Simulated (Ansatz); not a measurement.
Molecule: phenylsilane, C6H8Si, net charge 0, singlet state. 
Coordinates optimised at B3LYP-D3(BJ)/def2-TZVP (Ansatz, a first-principles code):
```
C
C 1 1.3993
H 2 1.0839 1 119.86
C 2 1.3894 3 119.09 1 179.71
H 4 1.0826 2 119.94 3 0.19
C 4 1.3899 5 120.07 2 179.79
H 6 1.0825 4 120.10 5 0.05
C 6 1.3900 7 120.10 4 179.76
H 8 1.0826 6 120.07 7 -0.05
C 8 1.3893 9 119.94 6 179.79
H 10 1.0839 8 119.08 9 -0.19
Si 1 1.8704 2 120.96 3 -1.75
H 12 1.4822 1 109.79 2 29.64
H 12 1.4822 13 109.71 1 -120.79
H 12 1.4839 13 108.12 14 -117.66
```

Property: vertical triplet-singlet gap (E(triplet) - E(singlet); each state is the SCF solution reached for its spin; the UHF <S^2> is 2.33 for the triplet (pure: 2.00); for the singlet the Hartree-Fock reference is unstable and T1 is 0.011), in kcal/mol. Correlated levels leave the core frozen unless marked. Open shells are spin-unrestricted. No spin-orbit coupling. Non-relativistic. CBS marks a two-point X^-3 extrapolation of the correlation energy; Hartree-Fock from the larger set.

```
level                                        program  vertical triplet-singlet gap (kcal/mol)
-------------------------------------------  -------  ---------------------------------------
HF/aug-cc-pV(D+d)Z                            Ansatz                                     75.5
HF/aug-cc-pV(Q+d)Z                            Ansatz                                     74.6
RI-HF/aug-cc-pV(T+d)Z                         Ansatz                                     74.8
SVWN5/def2-TZVPD                              Ansatz                                    100.9
PBE/def2-TZVPD                                Ansatz                                     97.1
r2SCAN/def2-TZVPD                             Ansatz                                     93.3
B3LYP/def2-TZVPD                              Ansatz                                     97.7
PBE0/def2-TZVPD                               Ansatz                                     96.0
BHLYP/def2-TZVPD                              Ansatz                                     94.4
CAM-B3LYP/def2-TZVPD                          Ansatz                                     97.5
wB97M-V/def2-TZVPD                            Ansatz                                    102.0
wB97X-V/def2-TZVPD                            Ansatz                                    100.3
B2PLYP/def2-TZVPD                             Ansatz                                    102.9
MP2/aug-cc-pV(D+d)Z                           Ansatz                                    122.8
RI-MP2/aug-cc-pV(T+d)Z                        Ansatz                                    123.0
RI-MP2/aug-cc-pV(Q+d)Z                        Ansatz                                    123.4
RI-MP2/CBS(aug-cc-pV(T+d)Z,aug-cc-pV(Q+d)Z)   Ansatz                                    123.8
SCS-MP2/aug-cc-pV(D+d)Z                       Ansatz                                    119.5
CCSD/aug-cc-pV(D+d)Z                          Ansatz                                     98.2
CCSD(T)/aug-cc-pV(D+d)Z                       Ansatz                                    101.3
```
